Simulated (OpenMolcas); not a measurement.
## Fe III: effect of the level shift or regulariser

- Program: OpenMolcas 26.06
- Basis: ANO-RCC-VTZP [6s5p3d2f1g]
- Scalar Hamiltonian: DKH2, point nucleus
- Active space: 6 electrons in 5 orbitals (3d)
- State averaging: 2S+1 = 5 even, 5 roots; 2S+1 = 3 even, 45 roots; 2S+1 = 1 even, 50 roots
- Spin-orbit coupling: state interaction with AMFI integrals over the reference wave functions, term energies averaged over their components

Methods on the same reference wave functions:
A. CASSCF
B. MS-CASPT2, IPEA 0.25 Eh, imaginary shift 0.1 Eh (closed shells correlated: 3s 3p)
C. MS-CASPT2, IPEA 0.25 Eh, real shift 0.2 Eh (closed shells correlated: 3s 3p)
D. MS-CASPT2, IPEA 0.25 Eh, sigma2 regulariser 0.3 Eh (closed shells correlated: 3s 3p)

Energies in cm-1 above 3d6 5D4, the measured ground level; measured values from Corliss and Sugar, J. Phys. Chem. Ref. Data 11, 135 (1982).

```json
{"Level": "3d6 5D4", "A": "0.0", "B": "0.0", "C": "0.0", "D": "0.0", "Measured": "0.0"}
{"Level": "3d6 5D3", "A": "435", "B": "438", "C": "438", "D": "438", "Measured": "436"}
{"Level": "3d6 5D2", "A": "745", "B": "745", "C": "745", "D": "745", "Measured": "739"}
{"Level": "3d6 5D1", "A": "946", "B": "943", "C": "943", "D": "943", "Measured": "932"}
{"Level": "3d6 5D0", "A": "1045", "B": "1040", "C": "1040", "D": "1040", "Measured": "1027"}
{"Level": "3d6 3H6", "A": "22496", "B": "20310", "C": "20310", "D": "20310", "Measured": "20051"}
{"Level": "3d6 3H5", "A": "22726", "B": "20530", "C": "20530", "D": "20530", "Measured": "20301"}
{"Level": "3d6 3H4", "A": "22900", "B": "20690", "C": "20690", "D": "20690", "Measured": "20482"}
{"Level": "3d6 3P2(1)", "A": "24638", "B": "19420", "C": "19430", "D": "19420", "Measured": "19405"}
{"Level": "3d6 3F4(1)", "A": "25774", "B": "21670", "C": "21670", "D": "21670", "Measured": "21462"}
{"Level": "3d6 3P1(1)", "A": "25909", "B": "20690", "C": "20700", "D": "20690", "Measured": "20688"}
{"Level": "3d6 3F3(1)", "A": "26012", "B": "21890", "C": "21890", "D": "21890", "Measured": "21700"}
{"Level": "3d6 3F2(1)", "A": "26189", "B": "22050", "C": "22050", "D": "22050", "Measured": "21857"}
{"Level": "3d6 3P0(1)", "A": "26454", "B": "21230", "C": "21240", "D": "21230", "Measured": "21208"}
{"Level": "3d6 3G5", "A": "28415", "B": "24880", "C": "24880", "D": "24880", "Measured": "24559"}
{"Level": "3d6 3G4", "A": "28812", "B": "25250", "C": "25250", "D": "25250", "Measured": "24941"}
{"Level": "3d6 3G3", "A": "29003", "B": "25440", "C": "25440", "D": "25440", "Measured": "25142"}
{"Level": "3d6 1I6", "A": "33852", "B": "30850", "C": "30860", "D": "30850", "Measured": "30356"}
{"Level": "3d6 1G4(1)", "A": "35701", "B": "31630", "C": "31640", "D": "31630", "Measured": "30886"}
{"Level": "3d6 3D1", "A": "36777", "B": "31130", "C": "31140", "D": "31130", "Measured": ""}
{"Level": "3d6 3D2", "A": "36807", "B": "31150", "C": "31160", "D": "31150", "Measured": ""}
{"Level": "3d6 3D3", "A": "36928", "B": "31280", "C": "31290", "D": "31280", "Measured": "30858"}
{"Level": "3d6 1S0(1)", "A": "41502", "B": "35330", "C": "35350", "D": "35330", "Measured": "34812"}
{"Level": "3d6 1D2(1)", "A": "44458", "B": "36900", "C": "36910", "D": "36900", "Measured": "35804"}
```

Deviations, from unrounded energies. A percentage is the sum of absolute deviations over the sum of measured energies, with the sign that they share, or ± where signs differ.

| Against measurement | Levels | A | B | C | D |
| --- | --- | --- | --- | --- | --- |
| mean absolute deviation (cm-1) | 21 | 3700 | 260 | 270 | 260 |
| fine structure of the ground term (%) | 4 | ±1.2 | +1.0 | +1.0 | +1.0 |
| other terms of the ground configuration (%) | 17 | +18.2 | ±1.3 | +1.3 | ±1.3 |

B, C, D lie about equally close to measurement and A furthest from it. The largest miss of B in the table is 3d6 1D2(1), by +1100 cm-1. The ranking rests on the paired levels alone, and a cruder setting can come out closer through cancelling errors.

Among B to D the level of the table that moves most is 3d6 1S0(1), by 21 cm-1 (lowest in D, highest in C). Moves below CASPT2's spread within the term are not significant.

The two smallest mean deviations differ by little beside CASPT2's spread within terms, so their order carries little weight.

From A to B the spin-free energies of the other terms of 3d6 shown, above 5D, scale by factors of 0.79 to 0.91, as is usual when dynamic correlation screens the repulsion within a d or f shell.

The lowest spin-free term lies below A's lowest term by 0.451 hartree in B, 0.451 hartree in C, 0.451 hartree in D.

CASPT2 does not keep the components of a term degenerate, so their means are used; among the terms shown or strongly mixed into the levels shown the widest spread is 1100 cm-1 (3d6 1I, D). The CASPT2 spread within a term exceeds the gap to the next term for 3d6 1I and 3d6 3D, 3d6 3D and 3d6 1G(1), so the order of their levels is uncertain (figures for B; the like holds for C, D). Without dynamic correlation excited terms often stand tens of per cent too high (terms of higher spin than the ground term too low), and those without a measured partner can miss by more than the paired ones (holds for A). Computed and measured levels are paired by configuration, term and J; levels that our copy of the source lacks, or whose pairing is in doubt (as where it misses far off the trend of its configuration), stay unpaired and out of the deviations. Only configurations of the active space appear. The table leaves out levels that lie high or whose names do not pair safely across all columns.

A number in round brackets counts repeated terms of one configuration in the order of the reference energies.
